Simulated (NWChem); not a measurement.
System: SnNH2F, singlet; SMILES [NH2][Sn][F]

NWChem input:

```
start job
memory heap 200 mb stack 900 mb global 1100 mb
geometry units angstroms noautosym nocenter noautoz
  Sn     0.362454     0.040192     0.000000
  F     -0.820363    -1.529816     0.000000
  N     -1.217053     1.302303     0.000000
  H     -2.172438     0.953516     0.000000
  H     -1.185419     2.316737     0.000000
end
basis spherical
  * library def2-svpd
end
ecp
  Sn library def2-ecp
end
dft
  xc xpbe96 cpbe96
  iterations 150
end
property
  response 1 0.0
end
task dft property
```

NWChem printed, in part:

```
             Northwest Computational Chemistry Package (NWChem) 7.3.0
             --------------------------------------------------------

                             Geometry "geometry" -> ""
                             -------------------------

 Output coordinates in angstroms (scale by  1.889725989 to convert to a.u.)

  No.       Tag          Charge          X              Y              Z
 ---- ---------------- ---------- -------------- -------------- --------------
    1 Sn                  50.0000     0.36245400     0.04019200     0.00000000
    2 F                    9.0000    -0.82036300    -1.52981600     0.00000000
    3 N                    7.0000    -1.21705300     1.30230300     0.00000000
    4 H                    1.0000    -2.17243800     0.95351600     0.00000000
    5 H                    1.0000    -1.18541900     2.31673700     0.00000000

 Effective nuclear repulsion energy (a.u.)     254.3608893152

                                 NWChem DFT Module
                                 -----------------

 Summary of "ao basis" -> "ao basis" (spherical)
 ------------------------------------------------------------------------------
       Tag                 Description            Shells   Functions and Types
 ---------------- ------------------------------  ------  ---------------------
 Sn                        def2-svpd                12       32   5s4p3d
 F                         def2-svpd                 9       23   4s3p2d
 N                         def2-svpd                 8       20   4s2p2d
 H                         def2-svpd                 4        8   2s2p

            General Information
            -------------------
          SCF calculation type: DFT
          Wavefunction type:  closed shell.
          No. of atoms     :     5
          No. of electrons :    40
           Alpha electrons :    20
            Beta electrons :    20
          Charge           :     0
          Spin multiplicity:     1
          Use of symmetry is: off; symmetry adaption is: off
          Maximum number of iterations: 150
          AO basis - number of functions:    91
                     number of shells:    37
          Convergence on energy requested:  1.00D-06
          Convergence on density requested:  1.00D-05
          Convergence on gradient requested:  5.00D-04

              XC Information
              --------------
          PerdewBurkeErnzerhof Exchange Functional  1.000
            Perdew 1991 LDA Correlation Functional  1.000 local
           PerdewBurkeErnz. Correlation Functional  1.000 non-local

             Grid Information
             ----------------
          Grid used for XC integration:  medium
          Radial quadrature: Mura-Knowles
          Angular quadrature: Lebedev.
          Tag              B.-S. Rad. Rad. Pts. Rad. Cut. Ang. Pts.
          ---              ---------- --------- --------- ---------
          Sn                  1.45      123          10.0       590
          F                   0.50       49          11.0       434
          N                   0.65       49          10.0       434
          H                   0.35       45          12.0       434
          Grid pruning is: on
          Number of quadrature shells:   311
          Spatial weights used:  Erf1

      Superposition of Atomic Density Guess
      -------------------------------------

 Sum of atomic energies:        -403.63303171

      Non-variational initial energy
      ------------------------------

 Total energy =    -368.185864
 1-e energy   =    -837.231671
 2-e energy   =     344.705711
 HOMO         =      -0.306920
 LUMO         =      -0.036631

   convergence    iter        energy       DeltaE   RMS-Dens  Diis-err
 ---------------- ----- ----------------- --------- --------- ---------
 d= 0,ls=0.0,diis     1   -369.7683984445 -4.94D+02  3.41D-02  8.97D-01
 d= 0,ls=0.0,diis     2   -368.2532338062  1.52D+00  2.23D-02  1.54D+01
 d= 0,ls=0.0,diis     3   -369.8477033101 -1.59D+00  7.85D-03  3.28D-01
 d= 0,ls=0.0,diis     4   -369.8580502796 -1.03D-02  3.48D-03  2.91D-01
 d= 0,ls=0.0,diis     5   -369.8921857639 -3.41D-02  5.99D-04  1.66D-03
  Resetting Diis
 d= 0,ls=0.0,diis     6   -369.8924170790 -2.31D-04  1.61D-04  1.66D-04
 d= 0,ls=0.0,diis     7   -369.8924453402 -2.83D-05  7.41D-05  8.56D-06
 d= 0,ls=0.0,diis     8   -369.8924408315  4.51D-06  4.90D-05  5.25D-05
 d= 0,ls=0.0,diis     9   -369.8924461455 -5.31D-06  1.57D-05  1.28D-06
 d= 0,ls=0.0,diis    10   -369.8924463129 -1.67D-07  2.52D-06  1.08D-07

         Total DFT energy =     -369.892446312934
      One electron energy =     -839.661187013778
           Coulomb energy =      381.420441641521
    Exchange-Corr. energy =      -35.991796582141
 Nuclear repulsion energy =      124.340095641463

 Numeric. integr. density =       40.000008344076

                       DFT Final Molecular Orbital Analysis
                       ------------------------------------

 Vector   18  Occ=2.000000D+00  E=-3.029556D-01
              MO Center= -6.8D-01, -1.4D+00,  1.6D-09, r^2= 1.2D+00
   Bfn.  Coefficient  Atom+Function         Bfn.  Coefficient  Atom+Function
  ----- ------------  ---------------      ----- ------------  ---------------
    38      0.528136  2 F  py                41     -0.346899  2 F  py
    37     -0.340156  2 F  px                40      0.221725  2 F  px
     3      0.149163  1 Sn s                 12      0.122563  1 Sn px
    44     -0.109536  2 F  py                 4      0.102070  1 Sn s
    59     -0.083147  3 N  s                 77      0.083131  4 H  s

 Vector   19  Occ=2.000000D+00  E=-2.463619D-01
              MO Center=  2.3D-01,  3.1D-02, -4.7D-09, r^2= 3.3D+00
   Bfn.  Coefficient  Atom+Function         Bfn.  Coefficient  Atom+Function
  ----- ------------  ---------------      ----- ------------  ---------------
     3      0.530047  1 Sn s                 59      0.471412  3 N  s
    12      0.317676  1 Sn px                37      0.301947  2 F  px
    15      0.229724  1 Sn px                60      0.224114  3 N  px
     4      0.220354  1 Sn s                  2     -0.206959  1 Sn s
    40     -0.206995  2 F  px                58     -0.192293  3 N  s

 Vector   20  Occ=2.000000D+00  E=-2.329391D-01
              MO Center= -1.1D+00,  1.1D+00,  3.8D-09, r^2= 1.6D+00
   Bfn.  Coefficient  Atom+Function         Bfn.  Coefficient  Atom+Function
  ----- ------------  ---------------      ----- ------------  ---------------
    62      0.540231  3 N  pz                65     -0.379028  3 N  pz
    14     -0.174859  1 Sn pz                17     -0.144596  1 Sn pz
    39     -0.138263  2 F  pz                42      0.094357  2 F  pz
    91     -0.064615  5 H  pz                83     -0.059567  4 H  pz
    11      0.059042  1 Sn pz                19      0.057363  1 Sn d -1

 Vector   21  Occ=0.000000D+00  E=-9.825016D-02
              MO Center=  3.5D-01,  1.5D-01,  1.1D-08, r^2= 3.6D+00
   Bfn.  Coefficient  Atom+Function         Bfn.  Coefficient  Atom+Function
  ----- ------------  ---------------      ----- ------------  ---------------
    17      0.590759  1 Sn pz                14      0.550267  1 Sn pz
    62      0.243479  3 N  pz                65     -0.191757  3 N  pz
    11     -0.168499  1 Sn pz                 8     -0.156025  1 Sn pz
    39      0.155231  2 F  pz                42     -0.114092  2 F  pz
    31     -0.078541  1 Sn d  1              45     -0.065994  2 F  pz

 Vector   22  Occ=0.000000D+00  E=-4.393368D-02
              MO Center=  6.1D-01,  3.1D-01, -1.0D-09, r^2= 4.7D+00
   Bfn.  Coefficient  Atom+Function         Bfn.  Coefficient  Atom+Function
  ----- ------------  ---------------      ----- ------------  ---------------
    59      0.939197  3 N  s                 16      0.775645  1 Sn py
     4     -0.762780  1 Sn s                 85     -0.462649  5 H  s
    13      0.457136  1 Sn py                36      0.448273  2 F  s
    15      0.413455  1 Sn px                44      0.268670  2 F  py
    28      0.194747  1 Sn d -2              90      0.191706  5 H  py

 Vector   23  Occ=0.000000D+00  E=-1.107630D-02
              MO Center= -5.8D-01,  7.5D-01, -8.4D-09, r^2= 7.2D+00
   Bfn.  Coefficient  Atom+Function         Bfn.  Coefficient  Atom+Function
  ----- ------------  ---------------      ----- ------------  ---------------
    59      2.271163  3 N  s                 85     -0.804051  5 H  s
    77     -0.776167  4 H  s                  5      0.523068  1 Sn s
    15     -0.507316  1 Sn px                90      0.502551  5 H  py
    81     -0.458575  4 H  px                36     -0.400016  2 F  s
    12     -0.290348  1 Sn px                57     -0.280207  3 N  s

     Multipole analysis of the density
     ---------------------------------

     L   x y z        total         alpha         beta         nuclear
     -   - - -        -----         -----         ----         -------
     0   0 0 0     -0.000000    -20.000000    -20.000000     40.000000

     1   1 0 0      0.446446     10.887426     10.887426    -21.328406
     1   0 1 0      1.080681      1.010642      1.010642     -0.940604
     1   0 0 1     -0.000000     -0.000000     -0.000000      0.000000

     2   2 0 0    -25.902520    -58.375902    -58.375902     90.849283
     2   1 1 0     -2.441772      6.451600      6.451600    -15.344972
     2   1 0 1      0.000000      0.000000      0.000000      0.000000
     2   0 2 0    -27.649885    -83.901699    -83.901699    140.153513
     2   0 1 1      0.000000      0.000000      0.000000      0.000000
     2   0 0 2    -26.000504    -13.000252    -13.000252      0.000000

 *** CALLING NEW AORESP DRIVER FOR CLOSED AND OPEN SHELLS ***
 Entering AOResponse driver routine

--------------------------------------------------------------------------------

          -----------------------------------------------
          Solving response equations for perturbing field
          -----------------------------------------------

 number of frequencies:     1
 frequency in a.u.:  0.0000000E+00
 Perturbing field: electric
 Using El. Dipole Length Gauge

 Setting up CPKS with frequency omega =      0.00000000 a.u.

 STATIC response

                                NWChem CPHF Module
                                ------------------

  scftype          =     RHF
  nclosed          =       20
  nopen            =        0
  variables        =     1420
  # of vectors     =        3
  tolerance        = 0.10D-03
  level shift      = 0.00D+00
  max iterations   =       50
  max subspace     =       30

 SCF residual:    1.4701972813954429E-004

Iterative solution of linear equations
  No. of variables     1420
  No. of equations        3
  Maximum subspace       30
        Iterations       50
       Convergence  1.0D-04

   iter   nsub   residual    time
   ----  ------  --------  ---------
     1      3    7.29D+00      32.2
     2      6    5.47D+00      38.8
     3      9    7.39D-01      46.1
     4     12    1.15D-01      53.2
     5     15    8.60D-03      60.0
     6     18    2.06D-03      66.8
     7     21    2.14D-04      74.1
     8     24    2.01D-05      80.8

 Electric Dipole Response Matrix (nonzero elements):

              1        2        3
    1   57.1884  -6.3596   0.0000
    2   -6.3596  56.3490  -0.0000
    3    0.0000  -0.0000  42.8411

 ------------------------------------------
 average:        52.12617 + I       0.00000

 DFT Linear Response polarizability / au
 Frequency  =       0.0000000 / au
              X              Y              Z
 -----------------------------------------------
 X      57.1884214     -6.3596203      0.0000000
 Y      -6.3595934     56.3489747     -0.0000000
 Z       0.0000000     -0.0000000     42.8411074
 -----------------------------------------------
 Eigenvalues =      63.1421538     50.3952423     42.8411074
 Isotropic   =      52.1261678
 Anisotropic =      17.7719047
 -----------------------------------------------

 Magnetic Dipole Response Matrix (nonzero elements):

 Exiting AOResponse driver routine
```

Level: PBE/def2-SVPD with def2 effective core potentials on Sn. Low-valent species are run as closed-shell singlets; no triplet was tried in these runs. Geometry: optimised at PBE0/def2-SVP. No frequency run checked for a minimum. def2 effective core potentials on Sn; no spin-orbit coupling.
